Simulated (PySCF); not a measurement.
C₃H₃, SMILES C#C[CH2] (connectivity only; charge and spin as stated), charge +1, multiplicity 1.

Geometry optimised at PBE0-D3(BJ)/def2-TZVP. The spin state was assumed, not searched. The isomer is the one that the SMILES or the coordinates give; other isomers of the formula were not compared.

Calculation: TDA-B3LYP/def2-SVPD (PySCF).

Vertical excitations.  State labels are in the subgroup C2v.

Computed excitation energies, oscillator strengths and character:
```json
[
 {"state": "S1", "symmetry": "A2", "energy (eV)": "2.28", "λ (nm)": "545", "f": "0.000", "main pairs": "HOMO→LUMO 100 %"},
 {"state": "S2", "symmetry": "A1", "energy (eV)": "5.84", "λ (nm)": "212", "f": "0.137", "main pairs": "HOMO−1→LUMO 71 %, HOMO→LUMO+1 25 %"},
 {"state": "S3", "symmetry": "A2", "energy (eV)": "7.04", "λ (nm)": "176", "f": "0.000", "main pairs": "HOMO−2→LUMO 99 %"},
 {"state": "S4", "symmetry": "B1", "energy (eV)": "7.86", "λ (nm)": "158", "f": "0.012", "main pairs": "HOMO−3→LUMO 99 %"},
 {"state": "S5", "symmetry": "A2", "energy (eV)": "8.34", "λ (nm)": "149", "f": "0.000", "main pairs": "HOMO−1→LUMO+1 88 %"},
 {"state": "S6", "symmetry": "A2", "energy (eV)": "8.60", "λ (nm)": "144", "f": "0.000", "main pairs": "HOMO→LUMO+2 88 %"},
 {"state": "S7", "symmetry": "B1", "energy (eV)": "9.37", "λ (nm)": "132", "f": "0.001", "main pairs": "HOMO−4→LUMO 98 %"},
 {"state": "S8", "symmetry": "A1", "energy (eV)": "9.76", "λ (nm)": "127", "f": "1.135", "main pairs": "HOMO→LUMO+1 42 %, HOMO−1→LUMO+2 30 %, HOMO−1→LUMO 18 %"},
 {"state": "S9", "symmetry": "B2", "energy (eV)": "9.79", "λ (nm)": "127", "f": "0.015", "main pairs": "HOMO→LUMO+3 99 %"},
 {"state": "S10", "symmetry": "B2", "energy (eV)": "10.72", "λ (nm)": "116", "f": "0.000", "main pairs": "HOMO→LUMO+4 96 %"},
 {"state": "T1", "symmetry": "A2", "energy (eV)": "1.81", "λ (nm)": "686", "f": "0", "main pairs": "HOMO→LUMO 99 %"},
 {"state": "T2", "symmetry": "A1", "energy (eV)": "2.72", "λ (nm)": "455", "f": "0", "main pairs": "HOMO−1→LUMO 100 %"},
 {"state": "T3", "symmetry": "A1", "energy (eV)": "5.64", "λ (nm)": "220", "f": "0", "main pairs": "HOMO→LUMO+1 97 %"},
 {"state": "T4", "symmetry": "A2", "energy (eV)": "6.34", "λ (nm)": "196", "f": "0", "main pairs": "HOMO−2→LUMO 96 %"}
]
```
Triplets are in the Tamm–Dancoff approximation.
